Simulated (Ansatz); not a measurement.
C$_{2}$H$_{8}$GeO$_{2}$, SMILES `[CH3][Ge]([CH3])([OH])[OH]`, relaxed with RKS PBE-D4/def2-SVP in Ansatz 0.2.0 from a rough embedded geometry. The force threshold is 0.03 eV/Å; the program also tests the step.

Total charge 0; spin multiplicity 1.

Start:

```xyz
13

C     0.911   -1.426    0.344
Ge   -0.069    0.198    0.435
C    -0.748    0.550   -1.329
O     0.933    1.542    0.920
O    -1.426    0.034    1.580
H     1.325   -1.688    1.417
H     0.237   -2.284    0.070
H     1.727   -1.377   -0.333
H    -1.360    1.552   -1.286
H    -1.447   -0.236   -1.641
H     0.074    0.676   -2.042
H     1.696    1.569    0.266
H    -1.853    0.890    1.597
```

(1) How much energy does the relaxation release, and in how many steps? (An estimate is asked.)

(2) Which bonds change most? (Best estimate.)

(3) Give the relaxed structure. (Best estimate.)

Results:

(1) Ansatz gave: 51.43 kJ/mol, in 25 steps, 6 of them rejected.

(2) The calculation gave: C1–H6 from 1.180 to 1.107 Å; C3–H9 from 1.175 to 1.107 Å; Ge2–O4 from 1.746 to 1.808 Å; C1–Ge2 from 1.899 to 1.952 Å.

(3) Computed: 
```xyz
13

C     0.828   -1.530    0.468
Ge   -0.028    0.210    0.245
C    -0.708    0.586   -1.546
O     1.244    1.385    0.766
O    -1.477    0.412    1.306
H     1.272   -1.614    1.478
H     0.090   -2.344    0.327
H     1.637   -1.647   -0.280
H    -1.201    1.577   -1.572
H    -1.455   -0.182   -1.829
H     0.117    0.572   -2.283
H     0.912    2.299    0.679
H    -1.231    0.275    2.240
```
